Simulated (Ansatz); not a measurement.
# Ligand exchange: C2H9FSi2 + C3H8MgO → C2H10OSi2 + C3H7FMg

Gas-phase species: C2H9FSi2 `C[SiH2]C[SiH2]F`, singlet; C3H8MgO `C[CH](C)[Mg][OH]`, singlet; C2H10OSi2 `C[SiH2]C[SiH2]O`, singlet; C3H7FMg `C[CH](C)[Mg][F]`, singlet. The partners trade F for OH: Si–F and Mg–OH bonds give way to Si–OH and Mg–F.

Shapes, held fixed at every level: PBE0-D4/def2-TZVP. Flexible molecules stand in one conformer, not always the lowest. Programs: Ansatz 0.2.0. Electronic energies: no zero-point or thermal term.

| level | kind | ΔE (kJ/mol) | less CCSD(T)/def2-TZVPP |
| --- | --- | --- | --- |
| PBE-D4/def2-TZVPP | GGA | -20.1 | -5.9 |
| r2SCAN-D4/def2-TZVPP | meta-GGA | -14.4 | -0.2 |
| B3LYP-D4/def2-TZVPP | global hybrid | -15.6 | -1.4 |
| wB97M-V/def2-TZVPP | range-separated hybrid | -14.7 | -0.5 |
| wB97X-V/def2-TZVPP | range-separated hybrid | -15.2 | -1.0 |
| B2PLYP/def2-TZVPP | double hybrid | -14.4 | -0.2 |
| CCSD/def2-TZVPP | coupled cluster or CI | -13.1 | +1.1 |
| CCSD(T)/def2-TZVPP | coupled cluster or CI | -14.2 | 0.0 |

The highest level, CCSD(T)/def2-TZVPP, gives ΔE = -14.2 kJ/mol; the levels span -20.1 to -13.1. The column of differences is taken from that level and isn't an error. No measured value is set beside it here. Outer-core shells of Mg are correlated, in sets that cover them unevenly. Sets without diffuse functions underbind ionic bonds of s-block metals.
